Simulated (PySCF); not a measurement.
Electron correlation in Tc⁺ (technetium, charge +1)

[Kr] 4d5 5s1, high-spin 7S determinant. Calculation: PySCF 2.14, in aug-cc-pVTZ-PP with ECP28MDF (6s6p5d3f2g, 88 functions); scalar relativity through the core potential. Frozen: 4s2 4p6; 6 electrons correlated.

```csv
level,correlation energy (mhartree)
CCSD,-88.28
(T),-1.76
CCSD(T),-90.04
```

Diagnostics: T1 = 0.0065, D1 = 0.0216, largest double amplitude 0.020.

Cost of the coupled-cluster step: of the order of 7 core-seconds, for 6 correlated electrons.
